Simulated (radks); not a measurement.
Q: The mean radii <r> (bohr) of the occupied orbitals of an atom or ion are listed with their occupations. Method: non-relativistic Kohn-Sham, r2SCAN, spin-polarised, spherical densities, point nucleus; meta-GGA in the generalised Kohn-Sham scheme; computed with a radial shooting solver on a logarithmic mesh with Libxc functionals.

orbital  occ.      <r>
1s          2  0.08156
2s          2   0.3886
2p          6   0.3508
3s          2    1.277
3p          6    1.425

Name the element and its charge. Open shells, if any, are filled with parallel spins first.

A: Z = 19, potassium, charge +1: K+ in [Ar]. The 1s radius gives Z: for a bare nucleus <r> = 1.5/Z, 0.07895 bohr for Z = 19, and screening makes it slightly larger (0.08156 here). The occupations add up to 18, and the charge is Z minus that.
